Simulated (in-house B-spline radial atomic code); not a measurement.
Radial electron density of Ne3+, [He] 2s1 2p4. Method: non-relativistic PBE, spin-polarised, spherical fractional occupations, point nucleus, inside a hard spherical wall at 6.65 bohr. Calculated with an all-electron radial atomic-structure program (B-spline basis).

Columns: r (bohr), 4πr²n(r) (electrons per bohr), bar.

```
 0.00587   0.2352 #
 0.00685   0.3141 #
 0.00799   0.4177 ##
 0.00932   0.5534 ##
  0.0109   0.7334 ###
  0.0127   0.9604 ####
  0.0148    1.251 #####
  0.0173    1.625 #######
  0.0201    2.075 #########
  0.0235     2.65 ###########
  0.0274    3.333 ##############
  0.0319    4.131 #################
  0.0373    5.073 #####################
  0.0435    6.102 #########################
  0.0507     7.19 #############################
  0.0591     8.28 ##################################
   0.069    9.296 ######################################
  0.0804    10.11 #########################################
  0.0938    10.62 ############################################
   0.109    10.73 ############################################
   0.128    10.35 ##########################################
   0.149    9.557 #######################################
   0.174    8.417 ###################################
   0.203    7.161 #############################
   0.236    6.061 #########################
   0.276    5.286 ######################
   0.321    5.021 #####################
   0.375    5.217 #####################
   0.437    5.684 #######################
    0.51    6.134 #########################
   0.595    6.269 ##########################
   0.694    5.908 ########################
   0.809     5.05 #####################
   0.944    3.856 ################
     1.1    2.607 ###########
    1.28    1.544 ######
     1.5   0.7598 ###
    1.75   0.3191 #
    2.04     0.11 
    2.38  0.02973 
    2.77 0.006257
```

On this grid the curve has 2 maxima, near 0.109, 0.595 bohr.

The 2s up radial function P(r) = rR(r), positive near the nucleus:

| r (bohr) | P |
| --- | --- |
| 0.002 | 0.03194 |
| 0.00272 | 0.04312 |
| 0.0037 | 0.05808 |
| 0.00504 | 0.07805 |
| 0.00685 | 0.1042 |
| 0.00932 | 0.1382 |
| 0.0127 | 0.1819 |
| 0.0173 | 0.2363 |
| 0.0235 | 0.3009 |
| 0.0319 | 0.3736 |
| 0.0435 | 0.4492 |
| 0.0591 | 0.5121 |
| 0.0804 | 0.5403 |
| 0.109 | 0.5017 |
| 0.149 | 0.3554 |
| 0.203 | 0.07789 |
| 0.276 | -0.3159 |
| 0.375 | -0.7498 |
| 0.51 | -1.083 |
| 0.694 | -1.165 |
| 0.944 | -0.9493 |
| 1.28 | -0.5715 |
| 1.75 | -0.2316 |
| 2.38 | -0.05836 |
